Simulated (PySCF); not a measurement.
Zn(Br)(Me) (CH3BrZn), SMILES [CH3][Zn][Br]. Atoms are numbered in the order given.

```xyz
6

Zn     0.0000     0.0000    -0.8194
Br     0.0000     0.0000     1.4459
C      0.0000     0.0000    -2.7633
H     -0.8935    -0.5159    -3.1476
H      0.8935    -0.5159    -3.1476
H      0.0000     1.0318    -3.1476
```
Charge 0, spin multiplicity 1.

Geometry optimised at B3LYP-D3(BJ)/def2-SVP. The structure was generated by enumeration; whether it is a known compound was not checked.

The numbers are results of KT2/pcSseg-1 (PySCF), not measurements.

GIAO shieldings, no solvent; atoms alike by connectivity are averaged. δ = σ(ref) − σ: ¹³C against TMS (σ = 185.1 ppm); ¹H against TMS (σ = 31.47 ppm), references at their B3LYP-D3(BJ)/def2-TZVP geometries, non-relativistic (without spin–orbit terms, shifts of atoms bonded to Cl or Br come out too high).

Estimate the chemical shifts. (The exact figures need the calculation; the answer reports its results.)


```csv
nucleus,atoms,count,δ (ppm)
¹³C,C3,1,-7.7
¹H,"H4, H5, H6",3,0.57
```
